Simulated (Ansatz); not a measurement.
Ansatz results at the PBE0-D4/def2-TZVP geometry: LUMO energy (PBE0/def2-TZVPP) 0.33 eV; ideal-gas entropy at 298 K and 1 bar (rigid rotor, harmonic PBE0-D4/def2-TZVP) 379 J/(mol·K); HOMO energy (PBE/def2-TZVPP) -5.34 eV.

Each molecule was computed in one conformer, which needn't be the lowest.

(1) Which molecule gave them?
A. `C[CH](C)[AlH][Cl]`
B. `C[N](C)[AlH][NH2]`
C. `C[CH2][Al]([NH2])[NH2]`
D. `[CH3][AlH][N]=C=O`

## Answers

(1) C. The others give `C[N](C)[AlH][NH2]`: 0.30, 360, -4.86; `C[CH](C)[AlH][Cl]`: -1.20, 376, -6.25; `[CH3][AlH][N]=C=O`: -1.28, 367, -6.76.
